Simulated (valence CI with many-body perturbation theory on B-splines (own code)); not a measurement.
# E1 line list for Pt XLVII

Computed by configuration interaction combined with many-body perturbation theory (CI+MBPT): four valence electrons over a frozen Dirac-Fock core [Ar] 3d10, radial functions for each j: 11 s, 11 p, 9 d, 7 f, 5 g, 2 h, 1 i, with the one-electron correlation potential Σ1 (screened to all orders), the two-electron term Σ2, the three-electron term Σ3, Breit, model QED; selected single and double excitations, second order for the rest (own B-spline code, finite nucleus).

No measured spectrum was set against this ion. As an estimate, large intervals hold to a few tenths of a per cent, small ones and those within an open d or f shell to about a per cent.

Lines 51 to 100 of 250 in falling wavelength, among levels below 4780.0 × 10³ cm⁻¹, chosen from the strongest by gf and those to the six lowest levels. Wavelengths and rates use the calculated energies. Electric multipoles are in the length gauge, E1 and E2 with the static RPA response of the core. Weak lines are less certain than strong ones. Lines between different terms over intervals too small for the method are left out, as are lines whose strength nearly cancels. The highest levels of a list are the least certain.

Levels are named by their leading jj configuration (3d3/2^4 stands for four electrons in 3d with j = 3/2), which in mixed levels can hold well under half, so a name can repeat and another be missing. Letters in brackets count levels of one name in rising energy.

| λ vac (Å) | Upper | Lower | A (s⁻¹) | S (a.u.) with core polarisation | S without |
| --- | --- | --- | --- | --- | --- |
| 106.2 | (4p1/2^2 4p3/2^2) J=0 | (4s 4p1/2 4p3/2^2) J=1 [a] | 6.33e+10 | 3.74e-02 | 3.97e-02 |
| 105.3 | (4s 4p1/2^2 4p3/2) J=1 | (4s^2 4p1/2 4p3/2) J=2 | 4.26e+10 | 7.36e-02 | 7.81e-02 |
| 104.6 | (4s 4p1/2 4p3/2^2) J=1 [a] | (4s^2 4p3/2^2) J=2 | 1.25e+10 | 2.11e-02 | 2.24e-02 |
| 103.9 | (4s 4p1/2 4p3/2 4d3/2) J=1 [d] | (4s^2 4p3/2 4d3/2) J=2 | 1.22e+10 | 2.02e-02 | 2.14e-02 |
| 102.6 | (4s 4p1/2 4p3/2^2) J=2 [b] | (4s^2 4p3/2^2) J=2 | 2.57e+10 | 6.84e-02 | 7.26e-02 |
| 101.3 | (4s 4p1/2^2 4p3/2) J=1 | (4s^2 4p1/2 4p3/2) J=1 | 1.13e+10 | 1.74e-02 | 1.84e-02 |
| 101.2 | (4s 4p1/2 4p3/2^2) J=1 [b] | (4s^2 4p3/2^2) J=2 | 2.04e+10 | 3.13e-02 | 3.32e-02 |
| 101.2 | (4p1/2^2 4p3/2^2) J=2 | (4s 4p1/2 4p3/2^2) J=3 | 6.07e+10 | 1.55e-01 | 1.65e-01 |
| 100.8 | (4s 4p1/2 4p3/2 4d5/2) J=3 [c] | (4s^2 4p3/2 4d5/2) J=4 | 2.35e+10 | 8.29e-02 | 8.80e-02 |
| 100.2 | (4s 4p1/2 4p3/2 4d5/2) J=4 [c] | (4s^2 4p3/2 4d5/2) J=4 | 1.15e+10 | 5.16e-02 | 5.47e-02 |
| 99.03 | (4s 4p1/2 4p3/2 4d3/2) J=2 [d] | (4s^2 4p3/2 4d3/2) J=3 | 2.88e+10 | 6.91e-02 | 7.33e-02 |
| 94.90 | (4p1/2^2 4p3/2^2) J=2 | (4s 4p1/2 4p3/2^2) J=2 [a] | 1.64e+10 | 3.46e-02 | 3.67e-02 |
| 81.40 | (4s 4p1/2 4p3/2 4d3/2) J=2 [a] | (4s 4p1/2 4p3/2^2) J=3 | 1.18e+10 | 1.58e-02 | 1.67e-02 |
| 81.16 | (4s 4p1/2^2 4d3/2) J=1 | (4s 4p1/2^2 4p3/2) J=1 | 2.65e+10 | 2.10e-02 | 2.21e-02 |
| 79.83 | (4s 4p1/2 4p3/2 4d3/2) J=3 [a] | (4s 4p1/2 4p3/2^2) J=3 | 7.55e+09 | 1.33e-02 | 1.40e-02 |
| 79.20 | (4s 4p1/2^2 4d3/2) J=2 | (4s 4p1/2^2 4p3/2) J=1 | 1.23e+09 | 1.51e-03 | 1.60e-03 |
| 78.96 | (4s 4p1/2 4p3/2 4d3/2) J=2 [b] | (4s 4p1/2 4p3/2^2) J=2 [b] | 1.71e+10 | 2.08e-02 | 2.20e-02 |
| 77.08 | (4s 4p1/2 4p3/2 4d3/2) J=1 [a] | (4s 4p1/2 4p3/2^2) J=2 [a] | 1.72e+10 | 1.17e-02 | 1.23e-02 |
| 76.22 | (4s^2 4p1/2 4d3/2) J=2 | (4s^2 4p1/2 4p3/2) J=2 | 1.62e+10 | 1.77e-02 | 1.86e-02 |
| 74.11 | (4s^2 4p1/2 4d3/2) J=2 | (4s^2 4p1/2 4p3/2) J=1 | 1.25e+09 | 1.25e-03 | 1.32e-03 |
| 73.54 | (4s 4p1/2^2 4d3/2) J=1 | (4s 4p1/2^2 4p3/2) J=2 | 8.29e+09 | 4.88e-03 | 5.15e-03 |
| 71.93 | (4s 4p1/2^2 4d3/2) J=2 | (4s 4p1/2^2 4p3/2) J=2 | 3.23e+10 | 2.97e-02 | 3.13e-02 |
| 70.44 | (4s 4p1/2 4p3/2 4d3/2) J=3 [b] | (4s 4p1/2 4p3/2^2) J=3 | 1.04e+10 | 1.26e-02 | 1.33e-02 |
| 70.30 | (4s^2 4p3/2 4d3/2) J=2 | (4s^2 4p3/2^2) J=2 | 3.06e+09 | 2.62e-03 | 2.74e-03 |
| 69.98 | (4s 4p1/2 4p3/2 4d3/2) J=2 [c] | (4s 4p1/2 4p3/2^2) J=3 | 1.70e+10 | 1.44e-02 | 1.51e-02 |
| 69.61 | (4s^2 4p3/2 4d3/2) J=1 | (4s^2 4p3/2^2) J=2 | 9.77e+09 | 4.88e-03 | 5.11e-03 |
| 69.37 | (4s^2 4p3/2 4d3/2) J=3 | (4s^2 4p3/2^2) J=2 | 5.27e+08 | 6.08e-04 | 6.44e-04 |
| 67.90 | (4s^2 4p1/2 4d3/2) J=1 | (4s^2 4p1/2 4p3/2) J=2 | 2.26e+08 | 1.05e-04 | 1.15e-04 |
| 66.22 | (4s^2 4p1/2 4d3/2) J=1 | (4s^2 4p1/2 4p3/2) J=1 | 1.08e+10 | 4.63e-03 | 4.86e-03 |
| 66.17 | (4s 4p1/2 4p3/2 4d5/2) J=2 [b] | (4s 4p1/2 4p3/2^2) J=2 [b] | 4.89e+10 | 3.49e-02 | 3.67e-02 |
| 65.51 | (4s 4p1/2 4p3/2 4d3/2) J=3 [a] | (4s^2 4p1/2 4d5/2) J=2 | 1.39e+10 | 1.35e-02 | 1.41e-02 |
| 65.35 | (4s 4p1/2 4p3/2 4d5/2) J=2 [b] | (4s 4p1/2 4p3/2^2) J=1 [a] | 1.70e+10 | 1.17e-02 | 1.23e-02 |
| 65.20 | (4s^2 4p1/2 4f7/2) J=4 | (4s^2 4p1/2 4d5/2) J=3 | 6.36e+10 | 7.83e-02 | 8.17e-02 |
| 63.93 | (4s^2 4p1/2 4f7/2) J=3 | (4s^2 4p1/2 4d5/2) J=3 | 1.02e+10 | 9.24e-03 | 9.71e-03 |
| 63.93 | (4s 4p1/2 4p3/2 4d5/2) J=1 [b] | (4s 4p1/2 4p3/2^2) J=1 [b] | 3.85e+10 | 1.49e-02 | 1.57e-02 |
| 63.69 | (4s 4p1/2^2 4d5/2) J=2 | (4s 4p1/2^2 4p3/2) J=1 | 1.81e+11 | 1.15e-01 | 1.21e-01 |
| 63.59 | (4s 4p1/2 4p3/2 4d5/2) J=1 [a] | (4s 4p1/2 4p3/2^2) J=0 | 5.16e+10 | 1.96e-02 | 2.06e-02 |
| 63.40 | (4s 4p1/2 4p3/2 4d5/2) J=1 [b] | (4s 4p1/2 4p3/2^2) J=2 [b] | 4.13e+10 | 1.56e-02 | 1.64e-02 |
| 63.37 | (4s^2 4p1/2 4f7/2) J=3 | (4s^2 4p1/2 4d5/2) J=2 | 1.46e+11 | 1.28e-01 | 1.34e-01 |
| 63.29 | (4s^2 4p3/2 4d5/2) J=2 | (4s^2 4p3/2^2) J=2 | 1.32e+11 | 8.28e-02 | 8.71e-02 |
| 63.18 | (4s 4p1/2 4p3/2 4d5/2) J=3 [a] | (4s 4p1/2 4p3/2^2) J=3 | 9.59e+10 | 8.36e-02 | 8.80e-02 |
| 62.72 | (4s^2 4p1/2 4d5/2) J=2 | (4s^2 4p1/2 4p3/2) J=2 | 3.37e+10 | 2.05e-02 | 2.16e-02 |
| 62.67 | (4s 4p1/2 4p3/2 4d5/2) J=2 [a] | (4s 4p1/2 4p3/2^2) J=2 [a] | 1.44e+11 | 8.72e-02 | 9.18e-02 |
| 62.18 | (4s^2 4p1/2 4d5/2) J=3 | (4s^2 4p1/2 4p3/2) J=2 | 2.26e+11 | 1.88e-01 | 1.97e-01 |
| 61.86 | (4s 4p1/2 4p3/2 4d3/2) J=4 | (4s^2 4p1/2 4d5/2) J=3 | 1.11e+11 | 1.17e-01 | 1.23e-01 |
| 61.85 | (4s 4p1/2 4p3/2 4d5/2) J=1 [c] | (4s 4p1/2 4p3/2^2) J=1 [b] | 3.36e+10 | 1.18e-02 | 1.24e-02 |
| 61.58 | (4s 4p1/2 4p3/2 4d3/2) J=2 [a] | (4s^2 4p1/2 4d3/2) J=1 | 1.85e+10 | 1.07e-02 | 1.11e-02 |
| 61.50 | (4s 4p1/2 4p3/2 4d5/2) J=0 | (4s 4p1/2 4p3/2^2) J=1 [b] | 4.02e+11 | 4.62e-02 | 4.87e-02 |
| 61.49 | (4s 4p1/2 4p3/2 4d5/2) J=2 [c] | (4s 4p1/2 4p3/2^2) J=1 [b] | 4.95e+10 | 2.84e-02 | 2.99e-02 |
| 61.46 | (4s 4p1/2 4p3/2 4d5/2) J=3 [b] | (4s 4p1/2 4p3/2^2) J=3 | 9.75e+10 | 7.82e-02 | 8.23e-02 |
